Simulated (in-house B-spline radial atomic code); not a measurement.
The numbers below are computed, except where a source is named.
## Making a Troullier-Martins s channel for Tc, r_c = 1.23 bohr

Tc, [Kr] 4d5 5s2, non-relativistic LDA (VWN5), spherical and spin-unpolarised, from an all-electron radial atomic-structure program (B-spline basis) (atomic units). The all-electron 4s level is ε = -2.550714 hartree, its outermost node lies just inside 0.52 bohr and its outer maximum at 0.97 bohr.

Inside r_c the pseudo-orbital is u(r) = r^1 exp(p(r)), with p = c0 + c2 r² + c4 r⁴ + … + c12 r¹². The seven coefficients follow from p and its first four derivatives at r_c, from zero curvature of the screened potential at the origin, c4 = −c2²/(2l + 5), and from the norm inside r_c. At r_c the all-electron orbital has P = 0.9602542, P' = -0.992322, the screened potential V = -3.282877, V' = 6.412374, V'' = -16.52956, and the norm inside is Q = 0.6851312.

What are p, p' and p'' at r_c?

p = ln(P/r_c^1) = ln(0.9602542/1.23) = -0.24757. p' = P'/P − 1/r_c = -1.03340 − 0.81301 = -1.84640. The radial equation gives p'' = 2(V − ε) − 2(1) p'/r_c − p'² = -1.46433 − (-3.00228) − 3.40920 = -1.87125. Differentiating, p''' = 2V' + 2(1)p'/r_c² − 2(1)p''/r_c − 2p'p'' = 6.5164, and p'''' = 2V'' − 4(1)p'/r_c³ + 4(1)p''/r_c² − 2(1)p'''/r_c − 2p''² − 2p'p''' = -27.573.

For a trial c2 the five matching conditions are linear in c0, c6, c8, c10 and c12, and c2 is varied until the norm inside r_c equals Q. The root nearest zero gives:

```
 n         c_n
 0  -0.4415687
 2    1.880602
 4  -0.7073326
 6   -2.110395
 8    2.234008
10  -0.8748568
12   0.1255974
```

Check c4 and p(r_c), and find the screened pseudopotential at the origin.

−c2²/5 = -0.707333, as listed. The terms c_n r_c^n are -0.44157, 2.84516, -1.61899, -7.30793, 11.70376, -6.93407, 1.50606, which sum to -0.24757. Inverting the radial equation, V_l(r) = ε + 1 p'/r + (p'' + p'²)/2, so V_l(0) = ε + (2l + 3) c2 = -2.550714 + 3 × (1.8806) = 3.0911 hartree, finite where the all-electron potential diverges.

Orbitals and screened potentials:

```tsv
r (bohr)	P	u	V all-electron	V pseudo
0.123	0.3629	0.08136	-218.5	3.079
0.308	-0.6076	0.2348	-52.69	2.632
0.492	-0.08952	0.4677	-22.56	0.5583
0.676	0.6871	0.7853	-12.18	-3.307
0.861	1.069	1.056	-7.391	-6.044
1.045	1.102	1.1	-4.815	-5.103
1.23	0.9603	0.9603	-3.283	-3.283
```

Logarithmic derivatives P'/P at R = 1.53 bohr, for energies E around ε:

| E − ε (hartree) | all-electron | pseudo |
| --- | --- | --- |
| -0.5 | -0.0851107 | -0.0886827 |
| -0.25 | -0.68691 | -0.688296 |
| -0.1 | -1.16197 | -1.16227 |
| 0 | -1.54971 | -1.54971 |
| 0.1 | -2.01621 | -2.01668 |
| 0.25 | -2.93208 | -2.93659 |
| 0.5 | -5.60715 | -5.65137 |

With P(R) = 0.6452054 and a norm of 0.8808705 inside R, what slope in energy does norm conservation fix?

d(P'/P)/dE = −2 × (norm inside R)/P(R)² = -4.2320 per hartree·bohr at E = ε, for both atoms, since orbital and norm agree at R. Differences over ±0.1 hartree give -4.2712 (all-electron) and -4.2721 (pseudo), which also hold third-order terms. Half a hartree below ε the two curves differ by -0.0036.
